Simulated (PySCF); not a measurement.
# Polarisability and C₆ of Ne+ (neon, charge +1)

[He] 2s2 2p5, 2P determinant. Computed with PySCF 2.14 in aug-cc-pVTZ with one added diffuse shell each of s, p, d, f type (6s5p4d3f, 62 functions), with no relativity, point nucleus. Coupled (time-dependent) response in atomic units; α is the mean over directions.

```tsv
method	mean α (bohr³)	α xx, yy, zz	C₆ (like pair)	S(−4)
UHF	1.249	1.317, 1.214, 1.214	2.161	0.4944
PBE	1.407	1.453, 1.385, 1.385	2.493	0.7086
PBE0	1.353	1.407, 1.326, 1.326	2.379	0.6287
B97-3	1.359	1.409, 1.333, 1.333	2.392	0.6321
BHandHLYP	1.313	1.372, 1.283, 1.283	2.290	0.5762
```

S(−4) is the Cauchy moment in α(ω) = α(0) + S(−4) ω² + …

α(iu) at BHandHLYP:

```csv
u (hartree),α(iu) (bohr³)
0,1.313
0.0500,1.311
0.100,1.307
0.200,1.290
0.300,1.264
0.500,1.188
0.750,1.072
1.00,0.9527
1.50,0.7413
2.00,0.5800
3.00,0.3731
5.00,0.1861
```

A single London oscillator, α(iu) = α/(1 + u²/ω²), gives C₆ = (3/4) ω α². Matching the computed C₆ needs ω = 4 × 2.290 / (3 × 1.313²) = 1.77 hartree.

For an ion, C₆ is the dispersion term alone; charge-induced terms of lower order in 1/R come first.

The components differ because the open shell of this determinant is not spherical; for a pure term their mean is the scalar polarisability.
